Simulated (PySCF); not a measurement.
**Trend along group 12: MSi anions**

MP2 with double-zeta basis sets in PySCF, for the lowest determinant that a PBE0 search found; no spin–orbit coupling. De refers to high-spin ground-configuration atoms (the charge goes to the atom of lower measured ionisation energy or higher electron affinity, which is not always the lowest computed limit).

```
 M      basis  reference, frozen orbitals  charged atom  state (unpaired electrons)  Re (Å)  ωe (cm⁻¹)  De (eV)
Zn  def2-SVPD                     UHF, 10           Si−         quartet (σ ↑, π ↑↑)   2.480        221      n/a
Cd  def2-SVPD                      UHF, 5           Si−         quartet (σ ↑, π ↑↑)   2.723        163      n/a
Hg  def2-SVPD                      UHF, 5           Si−         quartet (σ ↑, π ↑↑)   2.878        118      n/a
```

The shortest bond is that of ZnSi⁻ (2.480 Å), the longest that of SiHg⁻ (2.878 Å).

Relativity is treated differently too: Zn no relativity; Cd scalar-relativistic core potentials; Hg scalar-relativistic core potentials.

De is n/a where a free atom or ion gave no sound limit at this level.

Down a group bonds as a rule get longer and wavenumbers fall, partly through the reduced mass; this series shows no clear exception.

Correlated steps freeze the inner cores (5 to 10 orbitals); shallow outer-core shells are correlated. Spin–orbit coupling is left out, which matters for elements this heavy, above all for dissociation energies. States were picked by a PBE0 search and need not be the measured ground states.
